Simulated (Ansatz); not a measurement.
A CCSD(T) single point on `[OH][Ge][Cl]`.

```yaml
crystal:
  periodic: [false, false, false]
  atoms:
    - {symbol: O, position_ang: [-0.860939, 0.576776, -0.473766]}
    - {symbol: Ge, position_ang: [-0.603889, -0.622276, 0.804729]}
    - {symbol: Cl, position_ang: [1.585416, -0.860249, 0.594325]}
    - {symbol: H, position_ang: [-0.064987, 0.845550, -0.945488]}
basis:
  gaussian: {orbitals: def2-TZVPP}
correlation: {method: ccsd_t}
output: {orbitals: {seedname: orbitals}}
```

```sh
$ ansatz run in.yaml --threads 2 --pin off --events-out ev --progress --plain --max-ram 32768MiB --backend cpu
```

The program prints (abridged):

```
Functional definition: HF
857 factors; integrals over basis functions are off by at most 6.8e-4 eV
mean field evaluation 1: about -71030.5138 eV, gradient 3.9e1 eV
mean field evaluation 2: about -71030.6201 eV, gradient 3.9e1 eV
mean field evaluation 4: about -71033.5228 eV, gradient 2.7e0 eV
mean field evaluation 8: about -71033.5664 eV, gradient 2.7e-1 eV
mean field -71033.56712556 eV, -2610.4354435834 hartree, gradient 9.4e-6 eV, S^2 0.000000; 0 other end points of the search recorded, 0 dependent functions left out
15 core orbitals not correlated: weight in the atoms' cores, before any rotation towards them, 1.000 or more for the frozen orbitals, at most 0.000 for the correlated occupied ones
reference -71033.56712556 eV, -2610.4354435834 hartree; 14, 14 occupied and 106, 106 virtual orbitals, 857 factors
second order -17.92060335 eV of doubles, -0.00000000 eV of singles
cycle   1  -17.76456414 eV  change    1.6e-1 eV  update   1.1e-1
cycle   2  -18.24027587 eV  change   -4.8e-1 eV  update   3.3e-2
cycle   3  -18.34939669 eV  change   -1.1e-1 eV  update   1.9e-2
cycle   4  -18.33330541 eV  change    1.6e-2 eV  update   5.4e-3
cycle   5  -18.32948476 eV  change    3.8e-3 eV  update   2.8e-3
cycle   6  -18.33084852 eV  change   -1.4e-3 eV  update   9.8e-4
cycle   7  -18.33052298 eV  change    3.3e-4 eV  update   3.9e-4
cycle   8  -18.33049573 eV  change    2.7e-5 eV  update   1.1e-4
cycle   9  -18.33053991 eV  change   -4.4e-5 eV  update   4.4e-5
cycle  10  -18.33052360 eV  change    1.6e-5 eV  update   1.5e-5
perturbative correction -0.76104242 eV, -0.0279677929 hartree
Total energy: -71052.65869158 eV, -2611.1370456938 hartree
```

Run time 28 s (2 threads of a server CPU on a shared host); peak host memory 0.74 GiB.

Correlation energy per correlated electron: -0.682 eV. T1 diagnostic: 0.0140.
